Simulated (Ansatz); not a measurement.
`[AlH2][C@H]1C[Si@@H]1S` + H₂ → `[AlH2][CH]1C[SiH2]1` + H₂S at 400 K and 1 bar (hydrogenolysis of the Si–S bond).

Computed with Ansatz on PBE0-D4/def2-TZVP structures; ΔE is electronic, products minus reactants. CBS: MP2 limit from def2 TZ/QZ plus the TZ coupled-cluster correction, frozen cores. This one scheme is used for every species. Each species was taken in one conformer, which may not be the lowest.

```tsv
species	CCSD(T)/CBS energy (Eh)	H − E (kJ/mol)	S (J/(mol·K))
`[AlH2][C@H]1C[Si@@H]1S`	-1009.16982	236.1	416.5
H₂	-1.17544	38.0	139.0
`[AlH2][CH]1C[SiH2]1`	-611.35805	223.7	363.0
H₂S	-398.97279	53.4	215.9
```

H − E and S are ideal-gas, rigid-rotor, harmonic terms from PBE0-D4/def2-TZVP, for one conformer and one mirror image of each species. The MP2-based limit puts H₂ 0.8 mEh under its directly extrapolated value; such offsets cancel only in part. 1 Eh = 2625.50 kJ/mol, R = 8.31446 J/(mol·K).

Q: By hand: ΔE, ΔH, ΔS and ΔG.

A: ΔE = (-611.35805) + (-398.97279) − (-1009.16982) − (-1.17544) = 0.01442 Eh = 37.9 kJ/mol. Δ(H − E) = 223.7 + 53.4 − 236.1 − 38.0 = 3.0, so ΔH = 40.9 kJ/mol. ΔS = 363.0 + 215.9 − 416.5 − 139.0 = 23.4 J/(mol·K). ΔG = 40.9 − 400 × (23.4)/1000 = 31.5 kJ/mol.

Q: By hand: the equilibrium constant, and the temperature at which ΔG would vanish if ΔH and ΔS stayed fixed.

A: log₁₀ K = −ΔG/(RT ln 10) = -4.1. ΔG = 0 at ΔH/ΔS = 1748 K.

ΔH outweighs TΔS. A doubt of 5 kJ/mol in ΔE shifts log₁₀ K by 0.7 here. Other conformers and mirror images would add mixing entropy, several J/(mol·K) or more a flexible species. These are equilibria of isolated gas molecules and say nothing of rates. Largest T1 diagnostic: 0.011 (customary marks: 0.02 for closed shells, 0.045 for open ones).
